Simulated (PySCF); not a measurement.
Telling isomers of C8H10N2 apart by NMR

PySCF calculation with coordinates at the GFN2-xTB level and NMR shieldings at PBE0/pcSseg-1/GIAO; fast rotation and ring inversion assumed for equivalent nuclei, gas phase, a single conformation, relativity neglected.

References, each an isolated molecule treated in the same way: TMS for 1H (31.72 ppm), 13C (186.93 ppm). Where no couplings were computed, multiplicities follow the n + 1 count of equivalent neighbours, and m marks all less simple cases (inequivalent or close neighbours, rings, F or P nearby). Shifts are as computed. Against solution values, carbons near 30 ppm lie about +3 ppm off and those near 130 ppm about +5 ppm. Of 1211 compounds with measured shifts, 218 miss one by over three times the rms of a fit or turn the order of signals round; such compounds aren't used in these exercises.

(1) Tabulate the signals of `C/N=C\c1ccncc1C`, `CC(C)(C)/C(C#N)=C\C#N`, `N#C[C@H]1CC[C@H](C#N)CC1` and their relative energies.

(2) What is the quickest way to tell C/N=C\c1ccncc1C from CC(C)(C)/C(C#N)=C\C#N?

(3) What is the quickest way to tell C/N=C\c1ccncc1C from N#C[C@H]1CC[C@H](C#N)CC1?

(4) What is the quickest way to tell CC(C)(C)/C(C#N)=C\C#N from N#C[C@H]1CC[C@H](C#N)CC1?

## Answers

(1) 
```json
{"SMILES": "C/N=C\\c1ccncc1C", "carbon types": "2×C 4×CH 2×CH3", "δC": "165.2, 157.2, 153.3, 145.0, 136.0, 126.5, 43.6, 18.6", "δH": "8.93 (s, 1H), 8.89 (d, 1H), 8.76 (s, 1H), 6.98 (d, 1H), 3.73 (s, 3H), 2.41 (s, 3H)", "E rel. (kcal/mol)": "8.3"}
{"SMILES": "CC(C)(C)/C(C#N)=C\\C#N", "carbon types": "4×C 1×CH 3×CH3", "δC": "154.4, 124.1, 121.1, 115.6, 42.2, 30.9", "δH": "6.04 (s, 1H), 1.49 (s, 9H)", "E rel. (kcal/mol)": "24.3"}
{"SMILES": "N#C[C@H]1CC[C@H](C#N)CC1", "carbon types": "2×C 2×CH 4×CH2", "δC": "126.2, 28.6, 26.9", "δH": "2.82 (m, 2H), 2.17 (m, 4H), 1.86 (m, 4H)", "E rel. (kcal/mol)": "0.0"}
```

Energies are electronic energies at PBE0/pcSseg-1 on these geometries, without zero-point or thermal terms, each for the one conformer computed, which needn't be the lowest.

(2) Count the carbon signals: 8 against 6. The first has a C=N carbon (CH) at 165.2 ppm, the second an allylic quaternary sp3 carbon (C) at 42.2 ppm. Their most deshielded carbons lie at 165.2 and 154.4 ppm. In the proton spectra the most deshielded non-exchanging signals are 8.93 (s, 1H) and 6.04 (s, 1H).

(3) Count the carbon signals: 8 against 3. The first has a C=N carbon (CH) at 165.2 ppm, the second an sp3 CH2 in a ring at 28.6 ppm. Their most deshielded carbons lie at 165.2 and 126.2 ppm. In the proton spectra the most deshielded non-exchanging signals are 8.93 (s, 1H) and 2.82 (m, 2H).

(4) Count the carbon signals: 6 against 3. The first has an alkene CH at 115.6 ppm, the second an sp3 CH2 in a ring at 28.6 ppm. Their most deshielded carbons lie at 154.4 and 126.2 ppm. In the proton spectra the most deshielded non-exchanging signals are 6.04 (s, 1H) and 2.82 (m, 2H).
